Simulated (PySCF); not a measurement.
# C4H10Si: core ionisation energies

C4H10Si.
Geometry (GFN2-xTB, Å), atoms numbered from 1 in this order:
```
atom  x, y, z in Å
C1     1.8625    0.4061   -0.0940
C2     0.5450   -0.0992    0.4713
C3    -0.2361   -1.0561   -0.4572
C4    -1.6597   -0.4884   -0.2868
Si5   -0.9707    1.0768    0.5649
H6     1.7014    0.9378   -1.0298
H7     2.5440   -0.4227   -0.2869
H8     2.3435    1.0871    0.6058
H9     0.7464   -0.5887    1.4275
H10   -0.1468   -2.1081   -0.1851
H11    0.1028   -0.9451   -1.4870
H12   -2.2700   -1.1117    0.3643
H13   -2.2008   -0.3716   -1.2229
H14   -1.4841    1.4326    1.8876
H15   -0.8819    2.2591   -0.2936
```

Computed with PySCF, delta-SCF UKS SCAN, pcX-2 on the ionised atom, pcseg-1 elsewhere, spin-free X2C. These are vertical core ionisation energies against the vacuum level, from separate self-consistent calculations with and without the core hole.

Task: List the computed XPS lines with their assignment.

Result: 
| atom(s) | environment | level | binding energy (eV) | 2p1/2 (eV) | above the level's lowest (eV) | count |
| --- | --- | --- | --- | --- | --- | --- |
| Si5 | SiH2 silicon | Si 1s | 1845.88 | – | 0.00 | 1 |
| C1 | methyl carbon | C 1s | 290.31 | – | +0.63 | 1 |
| C3 | four-membered-ring carbon | C 1s | 290.24 | – | +0.56 | 1 |
| C2 | sp3 carbon bound to silicon | C 1s | 289.71 | – | +0.03 | 1 |
| C4 | sp3 carbon bound to silicon | C 1s | 289.68 | – | 0.00 | 1 |
| Si5 | SiH2 silicon | Si 2p3/2 | 106.16 | 106.78 | 0.00 | 1 |

The listed C 1s values span 0.63 eV, from C4 (bonded to C, 2 H and Si) to C1 (bonded to C and 3 H). Summing the Pauling electronegativity differences to the bonded atoms, each weighted by its formal bond order, gives -1.35 for the lowest site and -1.05 for the highest; the largest sum, -0.70, belongs to C3, 0.07 eV below the top. The values 289.68 and 289.71 eV lie too close for their order to be trusted.

Task: What is the longest wavelength that can ionise C 1s of C3 vertically?

Result: λ = hc/E = 12398.42 eV Å / 290.24 eV = 42.718 Å.

Task: Which photon energy gives electrons from C 1s of C3 a kinetic energy of 200 eV, and what is their de Broglie wavelength?

Result: hν = 290.24 + 200 = 490.24 eV, recoil neglected; λ = 12.264 Å/√(E/eV) = 0.87 Å.

Spin–orbit coupling isn't in the SCF: each 2p doublet comes from a relaxed spin-free hole plus a matrix of the shell (mean-field spin–orbit coupling and the ground-state 2p splitting), with 2p3/2 averaged over its two sublevels. 2p1/2 minus 2p3/2 (ligand field included): Si 0.62 eV. The structure is a single GFN2-xTB conformer in the gas phase; no vibrational or solvent corrections.
